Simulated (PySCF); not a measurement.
# Ionisation energy of S⁺ by level of theory

S⁺ [Ne] 3s2 3p3 (4S) → S²⁺ [Ne] 3s2 3p2 (3P), as a difference of total energies. Calculation: PySCF 2.14, in aug-cc-pCVTZ-DK with one added diffuse shell each of s, p, d, f type (9s8p6d4f, 91 functions); scalar relativity by spin-free X2C-1e. Correlated levels: valence: [Ne] frozen. The calculations carry no spin-orbit coupling.

| method | ionisation energy (eV) | plus first-order spin-orbit estimate | error of that sum (eV) |
| --- | --- | --- | --- |
| UHF | 22.708 | 22.646 | -0.692 |
| MP2 (valence) | 23.332 | 23.270 | -0.068 |
| SCS-MP2 (valence) | 23.144 | 23.081 | -0.257 |
| CCSD (valence) | 23.265 | 23.202 | -0.136 |
| CCSD(T) (valence) | 23.304 | 23.242 | -0.096 |

Reference: 23.338 eV (measured; NIST Atomic Spectra Database, ionization energies).

A first-order spin-orbit estimate (lowest level to lowest level, LS coupling) adds -0.062 eV.

Errors of the correlated levels include the incompleteness of this basis and the frozen core.
